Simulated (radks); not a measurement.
Problem. The table gives one normalised radial function P(r) = r R(r) of Re47+ in [Ar] 3d10 (r in bohr). Calculated with a radial shooting solver on a logarithmic mesh with Libxc functionals: scalar-relativistic Kohn-Sham, PBE, spin-polarised, spherical densities, finite nucleus; Fermi nuclear charge, rms radius 5.3698 fm.

| r | P |
|---|---|
| 0.001952 | 0.5294 |
| 0.002461 | 0.6142 |
| 0.003129 | 0.7064 |
| 0.003977 | 0.7976 |
| 0.005016 | 0.8759 |
| 0.006377 | 0.9330 |
| 0.008106 | 0.9460 |
| 0.01022 | 0.8929 |
| 0.013 | 0.7424 |
| 0.01652 | 0.4694 |
| 0.02083 | 0.0795 |
| 0.02649 | -0.4315 |
| 0.03367 | -0.9735 |
| 0.04246 | -1.3883 |
| 0.05398 | -1.5079 |
| 0.06862 | -1.1279 |
| 0.08654 | -0.2397 |
| 0.11 | 1.0105 |
| 0.1399 | 2.1269 |
| 0.1778 | 2.5983 |
| 0.2242 | 2.2695 |
| 0.285 | 1.4284 |
| 0.3624 | 0.6248 |
| 0.457 | 0.1861 |
| 0.5809 | 0.0314 |
| 0.7385 | 0.0027 |
| 0.9314 | 0.0001 |
| 1.184 | 0.0000 |

Which n and l does it have? It may be an empty orbital.

Solution. n = 3, l = 0: the number of nodes gives n - l - 1 = 2, the rise at small r (about r^(l+1), flatter next to the nucleus through relativity) gives l, and the extent must fit the shell. The curve is that of 3s. 3s: eigenvalue -5153.3 eV, 2 radial nodes at r = 0.0217, 0.0909 bohr, <r> = 0.194 bohr, 90 % of the charge inside 0.283 bohr.
